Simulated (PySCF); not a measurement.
sulfur trioxide (O₃S), singlet, geometry from GFN2-xTB; M062X/def2-SVP (PySCF).

The PySCF input:
```python
from pyscf import gto, scf, dft

mol = gto.Mole()
mol.atom = '''
    O    -0.691787   -1.236790   -0.046012
    S    -0.000000    0.000000   -0.000000
    O    -0.725140    1.218401   -0.002092
    O     1.416927    0.018388    0.048104
'''
mol.basis = 'def2-svp'
mol.charge = 0
mol.spin = 0
mol.verbose = 4
mol.build()

mf = dft.RKS(mol)
mf.xc = 'm062x'
mf.kernel()
mf.analyze()
```

Predict the main parts of the log of this PySCF run.


```
PySCF version 2.14.0

[INPUT] verbose = 4
[INPUT] num. atoms = 4
[INPUT] num. electrons = 40
[INPUT] charge = 0
[INPUT] spin (= nelec alpha-beta = 2S) = 0
[INPUT] symmetry False subgroup None
[INPUT] Mole.unit = angstrom
[INPUT] Symbol           X                Y                Z      unit          X                Y                Z       unit  Magmom
[INPUT]  1 O     -0.691787000000  -1.236790000000  -0.046012000000 AA   -1.307287966534  -2.337194373601  -0.086950078443 Bohr   0.0
[INPUT]  2 S      0.000000000000   0.000000000000   0.000000000000 AA    0.000000000000   0.000000000000   0.000000000000 Bohr   0.0
[INPUT]  3 O     -0.725140000000   1.218401000000  -0.002092000000 AA   -1.370316001967   2.302444199896  -0.003953307053 Bohr   0.0
[INPUT]  4 O      1.416927000000   0.018388000000   0.048104000000 AA    2.677603968502   0.034748283979   0.090903385496 Bohr   0.0

nuclear repulsion = 184.689260983703
number of shells = 26
number of NR pGTOs = 108
number of NR cGTOs = 60
basis = def2-svp
ecp = {}

******** <class 'pyscf.dft.rks.RKS'> ********
method = RKS
initial guess = minao
damping factor = 0
level_shift factor = 0
DIIS = <class 'pyscf.scf.diis.CDIIS'>
diis_start_cycle = 1
diis_space = 8
diis_damp = 0
SCF conv_tol = 1e-09
SCF conv_tol_grad = None
SCF max_cycles = 50
direct_scf = True
direct_scf_tol = 1e-13
XC library pyscf.dft.libxc version 7.1.2
    S. Lehtola, C. Steigemann, M. J. T. Oliveira, and M. A. L. Marques,  SoftwareX 7, 1–5 (2018)
XC functionals = m062x
    Y. Zhao and D. G. Truhlar,  Theor. Chem. Acc. 120, 215 (2008)
    Y. Zhao and D. G. Truhlar,  Theor. Chem. Acc. 120, 215 (2008)
radial grids:
    Treutler-Ahlrichs [JCP 102, 346 (1995); DOI:10.1063/1.469408] (M4) radial grids

becke partition: Becke, JCP 88, 2547 (1988); DOI:10.1063/1.454033
pruning grids: <function nwchem_prune>
grids dens level: 3
symmetrized grids: False
atomic radii adjust function: <function treutler_atomic_radii_adjust>
small_rho_cutoff = 0
Set gradient conv threshold to 3.16228e-05
Initial guess from minao.
tot grids = 61128
init E= -624.657790409988
  HOMO = -0.430255390439921  LUMO = -0.103672027727343  gap/eV = 8.88679
cycle= 1 E= -623.105766601532  delta_E= 1.55  |g|= 1.12  |ddm|= 2.83
  HOMO = -0.353371475508979  LUMO = -0.0868149491538888  gap/eV = 7.25337
cycle= 2 E= -622.951748934945  delta_E= 0.154  |g|= 1.47  |ddm|= 1.97
  HOMO = -0.424824359042792  LUMO = -0.0545651351634713  gap/eV = 10.07527
cycle= 3 E= -623.347490454527  delta_E= -0.396  |g|= 0.0157  |ddm|= 1.13
  HOMO = -0.422301245828555  LUMO = -0.0476376486801939  gap/eV = 10.19512
cycle= 4 E= -623.347576296483  delta_E= -8.58e-05  |g|= 0.00638  |ddm|= 0.0228
  HOMO = -0.423966833721957  LUMO = -0.0486084075019462  gap/eV = 10.21402
cycle= 5 E= -623.34758508217  delta_E= -8.79e-06  |g|= 0.00121  |ddm|= 0.00594
  HOMO = -0.423842440741932  LUMO = -0.0482888811755502  gap/eV = 10.21933
cycle= 6 E= -623.347585753269  delta_E= -6.71e-07  |g|= 0.000277  |ddm|= 0.0023
  HOMO = -0.423922659542871  LUMO = -0.0483565799111534  gap/eV = 10.21967
cycle= 7 E= -623.347585783308  delta_E= -3e-08  |g|= 0.000168  |ddm|= 0.000522
  HOMO = -0.4239230752954  LUMO = -0.0483556606227324  gap/eV = 10.21971
cycle= 8 E= -623.347585788261  delta_E= -4.95e-09  |g|= 5.3e-05  |ddm|= 0.000153
  HOMO = -0.423920888236931  LUMO = -0.0483520347512814  gap/eV = 10.21975
cycle= 9 E= -623.347585788828  delta_E= -5.67e-10  |g|= 2.33e-06  |ddm|= 4.32e-05
  HOMO = -0.423921030584995  LUMO = -0.0483519152944196  gap/eV = 10.21976
Extra cycle  E= -623.34758578883  delta_E= -2.05e-12  |g|= 2.14e-06  |ddm|= 4.4e-06
converged SCF energy = -623.34758578883
**** SCF Summaries ****
Total Energy =                        -623.347585788830315
Nuclear Repulsion Energy =             184.689260983703321
One-electron Energy =                -1223.990263647352549
Two-electron Energy =                  415.953416874818970
Two-electron Coulomb Energy =          467.401700096776835
DFT Exchange-Correlation Energy =      -51.448283221957844
HOMO-LUMO gap [eV] =                    10.219756173361731
**** MO energy ****
MO #1   energy= -90.1970360515276  occ= 2
MO #2   energy= -19.7103321158615  occ= 2
MO #3   energy= -19.7103210839629  occ= 2
MO #4   energy= -19.7102186831514  occ= 2
MO #5   energy= -8.53671139549542  occ= 2
MO #6   energy= -6.46172971143537  occ= 2
MO #7   energy= -6.45932772066213  occ= 2
MO #8   energy= -6.45932755303082  occ= 2
MO #9   energy= -1.34880033774843  occ= 2
MO #10  energy= -1.20217614920501  occ= 2
MO #11  energy= -1.20217477674038  occ= 2
MO #12  energy= -0.712131342650202 occ= 2
MO #13  energy= -0.651351113599182 occ= 2
MO #14  energy= -0.620753487599955 occ= 2
MO #15  energy= -0.620741996477482 occ= 2
MO #16  energy= -0.504998667390397 occ= 2
MO #17  energy= -0.504994618315394 occ= 2
MO #18  energy= -0.471891850354637 occ= 2
MO #19  energy= -0.471883699674889 occ= 2
MO #20  energy= -0.423921030584995 occ= 2
MO #21  energy= -0.0483519152944196 occ= 0
MO #22  energy= -0.0259695828296689 occ= 0
MO #23  energy= 0.243669221219578  occ= 0
MO #24  energy= 0.243682153777505  occ= 0
MO #25  energy= 0.338651045054333  occ= 0
MO #26  energy= 0.621980269932854  occ= 0
MO #27  energy= 0.638382097627224  occ= 0
MO #28  energy= 0.638392656812132  occ= 0
 ** Mulliken pop on meta-lowdin orthogonal AOs  **
 ** Mulliken pop  **
 ** Mulliken atomic charges  **
charge of    0O =     -0.66581
charge of    1S =      1.99738
charge of    2O =     -0.66581
charge of    3O =     -0.66576
Dipole moment(X, Y, Z, Debye):  0.00027, -0.00006, -0.00003
```
